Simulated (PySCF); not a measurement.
Simulated C 1s region for `C(CC)[SiH]1C=CC=C1`, binding energy against the vacuum level.

Every computed line was given a Gaussian of 1.0 eV full width at half maximum and an area set by the number of equivalent atoms; the highest printed point is 100. Method: delta-SCF UKS SCAN, pcX-2 on the ionised atom, pcseg-1 elsewhere, spin-free X2C (PySCF 2.14.0).

binding energy (eV), intensity and a bar:
```
    287.9          0 
    288.0          0 
    288.1          1 
    288.2          1 
    288.3          3 #
    288.4          4 #
    288.5          7 ##
    288.6         11 ###
    288.7         16 #####
    288.8         22 #######
    288.9         29 #########
    289.0         36 ###########
    289.1         44 #############
    289.2         50 ###############
    289.3         55 #################
    289.4         60 ##################
    289.5         64 ###################
    289.6         67 ####################
    289.7         71 #####################
    289.8         76 #######################
    289.9         82 #########################
    290.0         88 ###########################
    290.1         94 ############################
    290.2         98 ##############################
    290.3        100 ##############################
    290.4         98 #############################
    290.5         93 ############################
    290.6         84 #########################
    290.7         73 ######################
    290.8         60 ##################
    290.9         47 ##############
    291.0         36 ###########
    291.1         25 ########
    291.2         17 #####
    291.3         11 ###
    291.4          7 ##
    291.5          4 #
    291.6          2 #
    291.7          1 
    291.8          1 
    291.9          0 
    292.0          0
```

Q: How many maxima does the curve show, and how many computed lines lie under it?

A: The curve has 1 maximum (at 290.3 eV). Under it lie 5 lines from 5 inequivalent carbon sites. At this width some lines have no maximum of their own.

Q: Decompose the envelope and assign each component. Numbering: `[CH3:1][CH2:2][CH2:3][SiH:4]1[CH:5]=[CH:6][CH:7]=[CH:8]1`.

A: 
```
position (eV)  relative area  line  atoms                  environment
       289.31              2  C 1s  C5/C8             alkene CH carbon
       289.91              1  C 1s     C3  sp3 carbon bound to silicon
       290.30              2  C 1s  C6/C7             alkene CH carbon
       290.48              1  C 1s     C1                methyl carbon
       290.56              1  C 1s     C2             chain CH2 carbon
```

Lowest listed C 1s: C5/C8, bonded to C (double bond), H and Si. Highest, 1.25 eV above it: C2, bonded to 2 C and 2 H.

No satellites, vibrations or lifetime broadening are included. Topologically equivalent atoms share the value of their first member; where this conformer doesn't relate them by symmetry, their own values could differ. Spin contamination (⟨S²⟩ against 0.75 for a pure doublet) is marked for C 1s of C6/C7 (0.91), which makes this value less certain. Isolated species at its PBE0-D3(BJ)/def2-SVP geometry (one conformer only).

Hardware: an x86-64 server with one thread, shared host. Cost: 3.5 min of wall time.

Conformer computed: `[CH3:1][CH2:2][CH2:3][SiH:4]1[CH:5]=[CH:6][CH:7]=[CH:8]1`: C1–C2–C3–Si4 179°, C2–C3–Si4–C5 172°.
